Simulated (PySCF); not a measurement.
C₉H₄ClN.
SMILES with atom numbers: `[CH:1]#[C:2][c:3]1[cH:4][cH:5][cH:6][c:7]([Cl:8])[c:9]1[C:10]#[N:11]` (hydrogens: H12 on C1; H13 on C4; H14 on C5; H15 on C6)

Computed geometry: GFN2-xTB, gas phase.

Entries marked ? are missing.

```json
{"coordinate": "C1≡C2", "value": "?"}
{"coordinate": "C2–C3", "value": "?"}
{"coordinate": "C3–C4", "value": "1.392 Å"}
{"coordinate": "C4–C5", "value": "1.383 Å"}
{"coordinate": "C5–C6", "value": "1.386 Å"}
{"coordinate": "C6–C7", "value": "1.385 Å"}
{"coordinate": "C7–Cl8", "value": "1.728 Å"}
{"coordinate": "C7–C9", "value": "1.396 Å"}
{"coordinate": "C9–C10", "value": "?"}
{"coordinate": "C10≡N11", "value": "?"}
{"coordinate": "C3–C9", "value": "1.407 Å"}
{"coordinate": "C1–H12", "value": "1.049 Å"}
{"coordinate": "C4–H13", "value": "1.079 Å"}
{"coordinate": "C5–H14", "value": "1.079 Å"}
{"coordinate": "C6–H15", "value": "1.078 Å"}
{"coordinate": "C1–C2–C3", "value": "179.9°"}
{"coordinate": "C2–C3–C4", "value": "120.9°"}
{"coordinate": "C2–C3–C9", "value": "119.6°"}
{"coordinate": "C4–C3–C9", "value": "119.6°"}
{"coordinate": "C3–C4–C5", "value": "120.1°"}
{"coordinate": "C4–C5–C6", "value": "?"}
{"coordinate": "C5–C6–C7", "value": "?"}
{"coordinate": "C6–C7–Cl8", "value": "120.1°"}
{"coordinate": "C6–C7–C9", "value": "120.5°"}
{"coordinate": "Cl8–C7–C9", "value": "119.4°"}
{"coordinate": "C7–C9–C10", "value": "120.7°"}
{"coordinate": "C3–C9–C7", "value": "119.4°"}
{"coordinate": "C3–C9–C10", "value": "119.9°"}
{"coordinate": "C9–C10–N11", "value": "?"}
```

**Question.** Estimate the withheld lengths and angles.

**Answer.** 
- C1≡C2 = 1.201 Å, drawn triple (terminal alkyne carbon to alkyne carbon); 0.18 Å below the sum of covalent radii, 1.38 Å.
- C2–C3 = 1.414 Å, drawn single (alkyne carbon to substituted aromatic carbon); 0.01 Å below the sum of covalent radii, 1.42 Å.
- C9–C10 = 1.414 Å, drawn single (substituted aromatic carbon to nitrile carbon); 0.01 Å below the sum of covalent radii, 1.42 Å.
- C10≡N11 = 1.146 Å, drawn triple (nitrile carbon to nitrile nitrogen); 0.25 Å below the sum of covalent radii, 1.40 Å.
- C4–C5–C6 = 120.8°, at the aromatic CH carbon, inside a 6-membered ring; the outer atoms are 2.408 Å apart.
- C5–C6–C7 = 119.7°, at the aromatic CH carbon, inside a 6-membered ring; the outer atoms are 2.396 Å apart.
- C9–C10–N11 = 180.0°, at the nitrile carbon; the outer atoms are 2.560 Å apart.

Radii are Cordero's, carbon taken as 0.76, 0.73 or 0.69 Å for four, three, and two or fewer neighbours.

Stationary, but not proved a minimum.
